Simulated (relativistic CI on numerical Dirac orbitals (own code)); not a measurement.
# Energy levels of Cs5+

Computed by Dirac-Coulomb-Breit CI, orbitals from a KLI potential per configuration, model QED, valence Slater integrals scaled by 0.85, P86 correlation energy added to each configuration (own radial code, finite nucleus).

Configuration list (outside the closed core [Kr] 4d10): 5s²5p², 5s5p³, 5s²5p5d, 5p⁴, 5s²5p4f, 5s5p²5d, 5s²5p5f, 5s²5p6s, 5s²5p5g, 5s²4f5d, 5s²5p6p, 5s5p²5f, 5s5p²4f, 5s5p²5g, 5p³4f, 5s²5p6d, 5p³5d, 5s5p4f², 5s²5p7s, 5s5p²6s, 5s5p5d², 5s²5p7p, 5s5p5d6s, 5s5p²6p, 5s²4f6s, 5s²5d5f, 5s²4f², 5s4f²5d, 5s²5d², 5s5d³, 5p²4f², 5p4f²5d, 5p4f³, 5p4f²5f, 5p4f²6s, 5p²5d², 5p5d³, 5p4f5d², 5p5d²5f, 5p5d²6s, 5s²5f², 5s5d5f², 5s5p4f5d, 5s4f5d², 5s4f5d5f, 5s4f5d6s, 5s²5g², 5s5d5g², 5s5p4f6s, 5s4f²6s, 5p4f5d6s, 5s4f5f6s, 5s4f6s², 5s²4f5f, 5p²5f², 5p5d5f², 5p4f5f², 5p5f³, 5p5f²6s. Double excitations out of closed p, d and f shells are left out; levels of such configurations are missing from the list, as are those of other unlisted configurations, and high levels can miss mixing partners. These lack a partner that the ground configuration has and come out too high: 5s5p²5f, 5s5p²5g, 5s5p²6s, 5s5p²6p, 5s²5p5g.

The lowest level is 5s²5p² ³P0, with 86 % of that term; Hund's rules for 5s²5p² give ³P with J = 0, in agreement.

| No. | Configuration | Term | J | E (cm⁻¹) | % | Landé g | Lifetime (s) |
| --- | --- | --- | --- | --- | --- | --- | --- |
| 1 | 5s²5p² | ³P | 0 | 0.0 | 86 |  |  |
| 2 | 5s²5p² | ³P | 1 | 12020.2 | 98 | 1.501 | 3.66e-02 |
| 3 | 5s²5p² | ³P | 2 | 17408.4 | 61 | 1.314 | 6.40e-01 |
| 4 | 5s²5p² | ¹D | 2 | 34501.8 | 61 | 1.187 | 9.54e-03 |
| 5 | 5s²5p² | ¹S | 0 | 50760.4 | 85 |  | 2.53e-03 |
| 6 | 5s5p³(4S°) | ⁵S° | 2 | 104911.0 | 92 | 1.961 | 2.11e-08 |
| 7 | 5s5p³(2D°) | ³D° | 1 | 131091.2 | 75 | 0.652 | 8.66e-10 |
| 8 | 5s5p³(2D°) | ³D° | 2 | 132139.6 | 72 | 1.244 | 1.37e-09 |
| 9 | 5s5p³(2D°) | ³D° | 3 | 137071.6 | 90 | 1.333 | 1.78e-09 |
| 10 | 5s5p³(2P°) | ³P° | 0 | 151139.1 | 91 |  | 5.09e-10 |
| 11 | 5s5p³(2P°) | ³P° | 1 | 152987.4 | 76 | 1.380 | 4.48e-10 |
| 12 | 5s5p³(2P°) | ³P° | 2 | 154224.6 | 48 | 1.335 | 5.74e-10 |
| 13 | 5s5p³(2D°) | ¹D° | 2 | 169088.1 | 37 | 1.107 | 6.23e-10 |
| 14 | 5s²5p4f | ³G | 3 | 178362.8 | 53 | 0.873 | 4.64e-07 |
| 15 | 5s²5p4f | ³F | 3 | 181150.8 | 48 | 1.097 | 4.31e-08 |
| 16 | 5s5p³(4S°) | ³S° | 1 | 181200.3 | 58 | 1.598 | 4.45e-11 |
| 17 | 5s²5p4f | ³G | 4 | 182516.4 | 47 | 1.129 | 1.05e-07 |
| 18 | 5s²5p4f | ³F | 2 | 182898.9 | 78 | 0.752 | 3.39e-08 |
| 19 | 5s²5p5d | ³F° | 2 | 183454.3 | 87 | 0.705 | 5.37e-10 |
| 20 | 5s²5p5d | ³F° | 3 | 188815.2 | 90 | 1.092 | 5.10e-10 |
| 21 | 5s²5p4f | ³G | 3 | 194102.6 | 35 | 0.938 | 7.21e-08 |
| 22 | 5s²5p4f | ³F | 4 | 195808.2 | 53 | 1.159 | 4.88e-08 |
| 23 | 5s²5p4f | ³G | 5 | 197531.2 | 97 | 1.200 | 2.82e-02 |
| 24 | 5s5p³(2P°) | ¹P° | 1 | 198186.3 | 40 | 1.322 | 5.40e-11 |
| 25 | 5s²5p4f | ³D | 3 | 199964.1 | 70 | 1.257 | 3.78e-08 |
| 26 | 5s²5p5d | ³F° | 4 | 200093.2 | 96 | 1.250 | 3.12e-05 |
| 27 | 5s²5p5d | ³P° | 2 | 201182.5 | 48 | 1.304 | 3.98e-11 |
| 28 | 5s²5p4f | ³D | 2 | 201544.1 | 77 | 1.076 | 3.56e-08 |
| 29 | 5s²5p5d | ³D° | 1 | 203728.5 | 56 | 0.841 | 3.00e-11 |
| 30 | 5s²5p4f | ³D | 1 | 203794.0 | 97 | 0.498 | 3.30e-08 |
| 31 | 5s²5p4f | ¹G | 4 | 208514.9 | 87 | 1.011 | 4.88e-07 |
| 32 | 5s²5p4f | ¹D | 2 | 211780.3 | 84 | 1.004 | 6.98e-08 |
| 33 | 5s²5p5d | ³D° | 2 | 213813.5 | 36 | 1.056 | 3.19e-11 |
| 34 | 5s²5p5d | ³P° | 0 | 215345.0 | 89 |  | 4.13e-11 |
| 35 | 5s²5p5d | ³D° | 3 | 215839.4 | 75 | 1.293 | 3.09e-11 |
| 36 | 5s²5p5d | ³P° | 1 | 216989.8 | 63 | 1.231 | 3.71e-11 |
| 37 | 5s²5p5d | ³P° | 2 | 219188.9 | 39 | 1.290 | 3.75e-11 |
| 38 | 5s²5p5d | ¹F° | 3 | 230432.6 | 85 | 1.032 | 2.78e-11 |
| 39 | 5s²5p5d | ¹P° | 1 | 235324.7 | 71 | 0.979 | 3.98e-11 |
| 40 | 5s²5p6s | ³P° | 0 | 247478.9 | 98 |  | 8.07e-11 |
| 41 | 5s²5p6s | ³P° | 1 | 249054.3 | 75 | 1.383 | 6.12e-11 |
| 42 | 5s²5p6s | ³P° | 2 | 266294.5 | 98 | 1.501 | 8.19e-11 |
| 43 | 5p⁴ | ³P | 2 | 267161.6 | 46 | 1.402 | 4.00e-10 |
| 44 | 5s²5p6s | ¹P° | 1 | 269934.9 | 74 | 1.115 | 3.96e-11 |
| 45 | 5s5p²(3P)<4P>4f | ⁵G° | 2 | 270953.1 | 87 | 0.404 | 1.30e-08 |
| 46 | 5s5p²(3P)<4P>4f | ⁵G° | 3 | 272462.7 | 72 | 1.012 | 1.09e-08 |
| 47 | 5s5p²(3P)<4P>4f | ⁵G° | 4 | 274203.5 | 39 | 1.311 | 1.69e-08 |
| 48 | 5s5p²(3P)<4P>5d | ⁵F | 1 | 274992.0 | 83 | 0.190 | 4.15e-09 |
| 49 | 5s5p²(3P)<4P>5d | ⁵F | 2 | 277241.2 | 80 | 1.079 | 2.04e-09 |
| 50 | 5p⁴ | ³P | 0 | 279106.8 | 43 |  | 3.62e-10 |
| 51 | 5s5p²(3P)<4P>4f | ⁵G° | 4 | 279851.9 | 50 | 1.316 | 8.10e-08 |
| 52 | 5p⁴ | ³P | 1 | 280022.8 | 46 | 1.388 | 4.82e-10 |
| 53 | 5s5p²(3P)<4P>5d | ⁵F | 3 | 280618.2 | 72 | 1.314 | 1.43e-09 |
| 54 | 5s5p²(3P)<4P>4f | ⁵G° | 5 | 281002.6 | 84 | 1.281 | 1.63e-07 |
| 55 | 5s5p²(3P)<4P>4f | ⁵D° | 3 | 281046.0 | 53 | 1.321 | 6.44e-09 |
| 56 | 5s5p²(3P)<4P>4f | ⁵D° | 2 | 283028.2 | 48 | 1.210 | 8.89e-09 |
| 57 | 5s5p²(3P)<4P>4f | ³D° | 3 | 283521.6 | 43 | 1.083 | 2.95e-09 |
| 58 | 5s5p²(3P)<4P>4f | ⁵F° | 1 | 284800.0 | 62 | 0.480 | 1.47e-08 |
| 59 | 5p⁴ | ¹D | 2 | 285252.2 | 47 | 1.098 | 6.37e-10 |
| 60 | 5s5p²(3P)<4P>4f | ⁵G° | 6 | 286435.4 | 93 | 1.324 | 5.58e-08 |
| 61 | 5s5p²(3P)<4P>5d | ⁵F | 4 | 286524.4 | 79 | 1.375 | 2.26e-08 |
| 62 | 5s5p²(3P)<4P>4f | ³G° | 3 | 287169.7 | 51 | 1.044 | 4.04e-09 |
| 63 | 5s5p²(3P)<4P>5d | ⁵D | 0 | 288442.3 | 91 |  | 1.20e-09 |
| 64 | 5s5p²(3P)<4P>5d | ⁵D | 1 | 289213.6 | 85 | 1.446 | 7.61e-10 |
| 65 | 5s5p²(3P)<4P>4f | ⁵D° | 0 | 289348.1 | 96 |  | 1.79e-08 |
| 66 | 5s5p²(3P)<4P>5d | ⁵D | 2 | 289642.1 | 68 | 1.377 | 5.09e-10 |
| 67 | 5s5p²(3P)<4P>4f | ³G° | 4 | 289700.7 | 52 | 1.185 | 6.07e-09 |
| 68 | 5s5p²(3P)<4P>4f | ⁵D° | 2 | 289865.4 | 39 | 1.250 | 6.62e-09 |
| 69 | 5s5p²(3P)<4P>4f | ⁵D° | 1 | 289978.6 | 66 | 1.075 | 1.99e-08 |
| 70 | 5s5p²(3P)<4P>4f | ⁵F° | 5 | 290196.5 | 62 | 1.330 | 8.10e-09 |

Energies count from the lowest computed level; ° marks odd parity; lifetimes are radiative, by E1, M1, E2 decay to levels of this space only. Percentages are summed over parent terms; the parents shown are those of the largest component, closed shells are left out there, and <> holds an intermediate term.

The mean weight of the leading LS term, summed over parents, in these 70 levels is 69 %, and that of the leading jj configuration (from the same eigenvectors) 67 %.

At this charge configurations can still be misplaced by up to about 7 % of their energy. Levels and lines within the n = 5 or 6 shells can be off by up to 10 % or somewhat more, and those that change n by about 2 %, since core polarisation is missing. 23 of the 29 excited levels that our extract of the measured tables holds in this range could be paired (the sources list more); they are missed by 2625 cm⁻¹ on average and 5708 at most, and levels without a partner can miss by more. Levels that differ in their count of f electrons can be misplaced by several ten thousand cm⁻¹, since the correlation energy of f electrons is missing or only estimated; rates across such gaps can be off by orders of magnitude.

LS names give the leading component of a level, which can be under half, so a name can repeat, a term be missing and a line seem to break the LS rules.
